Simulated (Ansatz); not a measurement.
Ansatz (a first-principles code) input file for 2-bromoprop-1-ene (C3H5Br), SMILES C=C(C)Br, CAM-B3LYP/def2-SVPD. Geometry optimised at TPSSh-D3(BJ)/def2-SVP.

Ansatz 0.2 input:
```yaml
crystal:
  periodic: [false, false, false]
  atoms:
    - {symbol: C, position_ang: [1.34674761, 1.50315459, -0.00000000]}
    - {symbol: C, position_ang: [0.13198046, 0.94779753, 0.00000000]}
    - {symbol: C, position_ang: [-1.18358525, 1.66220186, 0.00000000]}
    - {symbol: Br, position_ang: [-0.02563088, -0.96316326, -0.00000000]}
    - {symbol: H, position_ang: [2.26190734, 0.90979645, -0.00000000]}
    - {symbol: H, position_ang: [1.43836822, 2.59321425, 0.00000000]}
    - {symbol: H, position_ang: [-1.77632060, 1.38915322, 0.88760124]}
    - {symbol: H, position_ang: [-1.02141065, 2.75047303, -0.00000000]}
    - {symbol: H, position_ang: [-1.77632060, 1.38915322, -0.88760126]}
basis:
  gaussian:
    orbitals: def2-SVPD
hamiltonian:
  xc: {name: CAM-B3LYP}
```

It prints:

```
WARN ansatz: RAYON_NUM_THREADS=1 ignored (pool sized by the plan → 1); use --threads N
Functional definition: CAM-B3LYP
integrals: 0.09 GiB planned
1301 factors; their error is unknown
integrals: 0.12 GiB planned
454 factors; integrals over basis functions are off by at most 2.7e-5 eV
mean field: 0.84 GiB planned
mean field evaluation 1: about -73225.4502 eV, gradient 3.9e1 eV
mean field evaluation 2: about -73226.1932 eV, gradient 3.5e1 eV
mean field evaluation 4: about -73229.1659 eV, gradient 1.6e0 eV
mean field evaluation 8: about -73229.1707 eV, gradient 2.0e-1 eV
mean field evaluation 16: about -73229.2489 eV, gradient 7.9e-5 eV
mean field -73229.24887341 eV, -2691.1252595302 hartree, gradient 7.9e-5 eV, S^2 0.000000; 0 other end points of the search recorded, 0 dependent functions left out
reference -73229.24900126 eV, -2691.1252642287 hartree; 29, 29 occupied and 112, 112 virtual orbitals, 1301 factors
Total energy: -73229.24900126 eV, -2691.1252642287 hartree
```

The run converged.
